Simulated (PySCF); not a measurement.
Si(OSiH3)2(NHSiH3)(Cl) (ClH10NO2Si4), SMILES N([Si](O[SiH3])(Cl)O[SiH3])[SiH3].

Geometry: r2SCAN-D4/def2-SVP. One conformer was computed; it need not be the lowest.

Method: TDDFT-PBE/def2-SVP in PySCF 2.14.0.

Vertical excitations. Isolated molecule, no solvent.

Computed excitation energies, oscillator strengths and character:
```tsv
state	energy (eV)	λ (nm)	f	main pairs
S1	5.71	217	0.004	HOMO→LUMO 99 %
S2	6.31	196	0.007	HOMO→LUMO+1 100 %
S3	6.65	186	0.001	HOMO−1→LUMO 99 %
S4	6.65	186	0.014	HOMO→LUMO+2 97 %
S5	6.80	182	0.005	HOMO−2→LUMO 99 %
S6	6.94	179	0.007	HOMO−3→LUMO 96 %
S7	7.08	175	0.001	HOMO−4→LUMO 97 %
S8	7.19	172	0.007	HOMO→LUMO+3 75 %, HOMO−5→LUMO 21 %
S9	7.23	172	0.028	HOMO−5→LUMO 74 %, HOMO→LUMO+3 21 %
S10	7.28	170	0.009	HOMO−6→LUMO 97 %
T1	5.56	223	0	HOMO→LUMO 99 %
T2	6.27	198	0	HOMO→LUMO+1 97 %
T3	6.38	194	0	HOMO→LUMO+2 96 %
T4	6.51	190	0	HOMO−1→LUMO 96 %
```
Triplets are in the Tamm–Dancoff approximation, which puts them higher than full response would, so one can lie above its singlet here.
